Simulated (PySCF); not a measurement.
Excitation energy of Ru by level of theory

Ru [Kr] 4d7 5s1 (5F) → Ru [Kr] 4d6 5s1 5p1 (high-spin determinant), as a difference of total energies. Computed with PySCF 2.14 in aug-cc-pVTZ-DK (9s8p6d3f2g, 102 functions), with scalar relativity by spin-free X2C-1e. Correlated levels: valence: [Kr] frozen. The calculations carry no spin-orbit coupling.

```json
{"method": "UHF", "excitation energy (eV)": "1.663"}
{"method": "LDA", "excitation energy (eV)": "3.749"}
{"method": "PBE", "excitation energy (eV)": "3.629"}
{"method": "PBE0", "excitation energy (eV)": "3.336"}
{"method": "r2SCAN", "excitation energy (eV)": "3.321"}
{"method": "wB97X-V", "excitation energy (eV)": "3.432"}
{"method": "BHandHLYP", "excitation energy (eV)": "3.350"}
{"method": "SCS-MP2 (valence)", "excitation energy (eV)": "3.372"}
```

**Question.** Estimate what MP2 (valence) gives.

**Answer.** 3.042 eV, closest to r2SCAN among the rows shown.

**Question.** Estimate what r2SCANh gives.

**Answer.** 3.247 eV, closest to r2SCAN among the rows shown.

A first-order spin-orbit estimate (lowest level to lowest level, LS coupling) adds 0.109 eV.

The determinant of the upper state mixes LS terms, which raises its energy above the lowest term, most at the Hartree-Fock and MP2 levels.
